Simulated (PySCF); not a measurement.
AlF$_{4}$ (SMILES [F][Al-]([F])([F])[F]), charge -1, singlet, at a GFN2-xTB geometry (such geometries of metal compounds can be far from the true shape); DF-R2SCAN/aug-cc-pVDZ run with PySCF.

PySCF was given this input:
```python
from pyscf import gto, scf, dft
import numpy

mol = gto.M(
    atom='''
Al   -0.000000    0.000000   -0.000000
F     1.586799   -0.299633   -0.476104
F     0.000013    0.796178    1.483404
F    -0.759757    0.962559   -1.153531
F    -0.827055   -1.459103    0.146232
''',
    basis='aug-cc-pvdz',
    charge=-1,
    spin=0,
    verbose=4,
)
print('smallest overlap eigenvalue', numpy.linalg.eigvalsh(mol.intor('int1e_ovlp'))[0])

mf = dft.RKS(mol)
mf.xc = 'r2scan'
mf = mf.density_fit(auxbasis='def2-universal-jkfit')
mf = scf.addons.remove_linear_dep_(mf, threshold=1e-2, lindep=1e-2)
mf.kernel()
mf.analyze()
```

It wrote (shortened):

```
PySCF version 2.14.0

[INPUT] verbose = 4
[INPUT] num. atoms = 5
[INPUT] num. electrons = 50
[INPUT] charge = -1
[INPUT] spin (= nelec alpha-beta = 2S) = 0
[INPUT] symmetry False subgroup None
[INPUT] Mole.unit = angstrom
[INPUT] Symbol           X                Y                Z      unit          X                Y                Z       unit  Magmom
[...]
nuclear repulsion = 240.647284883188
number of shells = 40
number of NR pGTOs = 190
number of NR cGTOs = 119
basis = aug-cc-pvdz
ecp = {}
input.py:22: DeprecationWarning: remove_linear_dep_ is deprecated and will be removed in a future release. Linear dependency handling is now built into the SCF procedure by default. Linear dependency removal can be controlled using the following settings:
  pyscf.scf.hf.remove_overlap_zero_eigenvalue = True
  pyscf.scf.hf.overlap_zero_eigenvalue_threshold = 1e-6

  mf = scf.addons.remove_linear_dep_(mf, threshold=1e-2, lindep=1e-2)
smallest overlap eigenvalue 0.000724554830664031
Applying remove_linear_dep_ on SCF object.
Using canonical orthogonalization with threshold 0.01

******** <class 'pyscf.df.df_jk.DFRKS'> ********
method = DFRKS
initial guess = minao
damping factor = 0
level_shift factor = 0
DIIS = <class 'pyscf.scf.diis.CDIIS'>
diis_start_cycle = 1
diis_space = 8
diis_damp = 0
SCF conv_tol = 1e-09
SCF conv_tol_grad = None
SCF max_cycles = 50
direct_scf = False
XC library pyscf.dft.libxc version 7.1.2
    S. Lehtola, C. Steigemann, M. J. T. Oliveira, and M. A. L. Marques,  SoftwareX 7, 1–5 (2018)
XC functionals = r2scan
    J. W. Furness, A. D. Kaplan, J. Ning, J. P. Perdew, and J. Sun,  J. Phys. Chem. Lett. 11, 8208–8215 (2020)
    J. W. Furness, A. D. Kaplan, J. Ning, J. P. Perdew, and J. Sun,  J. Phys. Chem. Lett. 11, 9248–9248 (2020)
    J. W. Furness, A. D. Kaplan, J. Ning, J. P. Perdew, and J. Sun,  J. Phys. Chem. Lett. 11, 8208–8215 (2020)
    J. W. Furness, A. D. Kaplan, J. Ning, J. P. Perdew, and J. Sun,  J. Phys. Chem. Lett. 11, 9248–9248 (2020)
radial grids:
    Treutler-Ahlrichs [JCP 102, 346 (1995); DOI:10.1063/1.469408] (M4) radial grids

becke partition: Becke, JCP 88, 2547 (1988); DOI:10.1063/1.454033
pruning grids: <function nwchem_prune>
grids dens level: 3
symmetrized grids: False
atomic radii adjust function: <function treutler_atomic_radii_adjust>
small_rho_cutoff = 0
Set gradient conv threshold to 3.16228e-05
Initial guess from minao.
tot grids = 76232
init E= -641.984109206852
[...]
cycle= 1 E= -641.85747777444  delta_E= 0.127  |g|= 1.13  |ddm|= 1.71
[...]
cycle= 2 E= -641.4021017374  delta_E= 0.455  |g|= 2.04  |ddm|= 1.58
[...]
cycle= 3 E= -642.069377646892  delta_E= -0.667  |g|= 0.0222  |ddm|= 0.992
[...]
cycle= 4 E= -642.069485314483  delta_E= -0.000108  |g|= 0.00801  |ddm|= 0.0258
[...]
cycle= 5 E= -642.069494854085  delta_E= -9.54e-06  |g|= 0.00219  |ddm|= 0.00484
[...]
cycle= 6 E= -642.069495189732  delta_E= -3.36e-07  |g|= 0.00158  |ddm|= 0.00195
[...]
cycle= 7 E= -642.069495144793  delta_E= 4.49e-08  |g|= 0.00168  |ddm|= 0.000226
[...]
cycle= 8 E= -642.069495112869  delta_E= 3.19e-08  |g|= 0.00174  |ddm|= 0.000219
[...]
cycle= 9 E= -642.069495110682  delta_E= 2.19e-09  |g|= 0.00169  |ddm|= 0.000454
[...]
cycle= 10 E= -642.069495475118  delta_E= -3.64e-07  |g|= 0.00087  |ddm|= 0.000696
[...]
cycle= 11 E= -642.069495454897  delta_E= 2.02e-08  |g|= 0.000928  |ddm|= 0.000391
[...]
cycle= 12 E= -642.069495508715  delta_E= -5.38e-08  |g|= 0.000703  |ddm|= 0.000544
[...]
cycle= 13 E= -642.069495531061  delta_E= -2.23e-08  |g|= 0.000575  |ddm|= 0.000218
[...]
cycle= 14 E= -642.069495507205  delta_E= 2.39e-08  |g|= 0.000723  |ddm|= 0.00042
[...]
cycle= 15 E= -642.069495367014  delta_E= 1.4e-07  |g|= 0.00104  |ddm|= 0.000736
[...]
cycle= 16 E= -642.069495290996  delta_E= 7.6e-08  |g|= 0.0013  |ddm|= 0.000822
[...]
cycle= 17 E= -642.069495078304  delta_E= 2.13e-07  |g|= 0.00174  |ddm|= 0.00129
[...]
cycle= 18 E= -642.069495516254  delta_E= -4.38e-07  |g|= 0.000568  |ddm|= 0.000926
[...]
cycle= 19 E= -642.069494970829  delta_E= 5.45e-07  |g|= 0.00197  |ddm|= 0.0011
[...]
cycle= 20 E= -642.069495122195  delta_E= -1.51e-07  |g|= 0.00171  |ddm|= 0.00147
[...]
cycle= 21 E= -642.069495478371  delta_E= -3.56e-07  |g|= 0.000744  |ddm|= 0.000888
[...]
cycle= 22 E= -642.069495438805  delta_E= 3.96e-08  |g|= 0.00101  |ddm|= 0.000529
[...]
cycle= 23 E= -642.069495391976  delta_E= 4.68e-08  |g|= 0.00115  |ddm|= 0.000867
[...]
cycle= 24 E= -642.06949545776  delta_E= -6.58e-08  |g|= 0.000922  |ddm|= 0.000855
[...]
cycle= 25 E= -642.069494307851  delta_E= 1.15e-06  |g|= 0.00277  |ddm|= 0.00174
[...]
cycle= 26 E= -642.069494399925  delta_E= -9.21e-08  |g|= 0.0027  |ddm|= 0.00203
[...]
cycle= 27 E= -642.069495077212  delta_E= -6.77e-07  |g|= 0.00179  |ddm|= 0.00169
[...]
cycle= 28 E= -642.06949540521  delta_E= -3.28e-07  |g|= 0.0011  |ddm|= 0.000913
[...]
cycle= 29 E= -642.069495385072  delta_E= 2.01e-08  |g|= 0.00113  |ddm|= 0.000785
[...]
cycle= 30 E= -642.06949524588  delta_E= 1.39e-07  |g|= 0.00146  |ddm|= 0.000844
[...]
cycle= 31 E= -642.069495473758  delta_E= -2.28e-07  |g|= 0.000892  |ddm|= 0.000767
[...]
cycle= 32 E= -642.069494883622  delta_E= 5.9e-07  |g|= 0.00211  |ddm|= 0.00112
[...]
cycle= 33 E= -642.069495133353  delta_E= -2.5e-07  |g|= 0.0017  |ddm|= 0.00159
[...]
cycle= 34 E= -642.069493789851  delta_E= 1.34e-06  |g|= 0.00332  |ddm|= 0.00213
[...]
cycle= 35 E= -642.069494907491  delta_E= -1.12e-06  |g|= 0.00203  |ddm|= 0.00197
[...]
cycle= 36 E= -642.069495532676  delta_E= -6.25e-07  |g|= 0.00056  |ddm|= 0.000914
[...]
cycle= 37 E= -642.069495492049  delta_E= 4.06e-08  |g|= 0.000697  |ddm|= 0.000259
[...]
cycle= 38 E= -642.069495206328  delta_E= 2.86e-07  |g|= 0.0015  |ddm|= 0.000654
[...]
cycle= 39 E= -642.069495453585  delta_E= -2.47e-07  |g|= 0.000763  |ddm|= 0.000798
[...]
cycle= 40 E= -642.069495394301  delta_E= 5.93e-08  |g|= 0.00114  |ddm|= 0.00111
[...]
cycle= 41 E= -642.069494615032  delta_E= 7.79e-07  |g|= 0.00248  |ddm|= 0.00142
[...]
cycle= 42 E= -642.069495255342  delta_E= -6.4e-07  |g|= 0.00145  |ddm|= 0.00158
[...]
cycle= 43 E= -642.069494100911  delta_E= 1.15e-06  |g|= 0.00304  |ddm|= 0.00193
[...]
cycle= 44 E= -642.069494310289  delta_E= -2.09e-07  |g|= 0.00281  |ddm|= 0.00209
[...]
cycle= 45 E= -642.069495423244  delta_E= -1.11e-06  |g|= 0.000987  |ddm|= 0.00149
[...]
cycle= 46 E= -642.069495427407  delta_E= -4.16e-09  |g|= 0.001  |ddm|= 0.000779
[...]
cycle= 47 E= -642.069494073309  delta_E= 1.35e-06  |g|= 0.00306  |ddm|= 0.00153
[...]
cycle= 48 E= -642.06949546657  delta_E= -1.39e-06  |g|= 0.000847  |ddm|= 0.00155
[...]
cycle= 49 E= -642.069495501196  delta_E= -3.46e-08  |g|= 0.000738  |ddm|= 0.000494
[...]
cycle= 50 E= -642.069495230156  delta_E= 2.71e-07  |g|= 0.00151  |ddm|= 0.000809
SCF not converged.
SCF energy = -642.069495230156
**** SCF Summaries ****
Total Energy =                        -642.069495230156008
Nuclear Repulsion Energy =             240.647284883187979
One-electron Energy =                -1387.179537303322377
Two-electron Energy =                  504.462757189978390
Two-electron Coulomb Energy =          565.285143052558055
DFT Exchange-Correlation Energy =      -60.822385862579672
HOMO-LUMO gap [eV] =                     7.497921545925099
**** MO energy ****
[...]
 ** Mulliken pop on meta-lowdin orthogonal AOs  **
 ** Mulliken pop  **
 ** Mulliken atomic charges  **
charge of    0Al =      1.47919
charge of    1F =     -0.61991
charge of    2F =     -0.61983
charge of    3F =     -0.61977
charge of    4F =     -0.61968

WARN: System has nonzero charge -1; the dipole moment is origin-dependent.
Location of origin: [0. 0. 0.]

Dipole moment(X, Y, Z, Debye): -0.00094, -0.00061, -0.00064
```

Convergence was not reached.
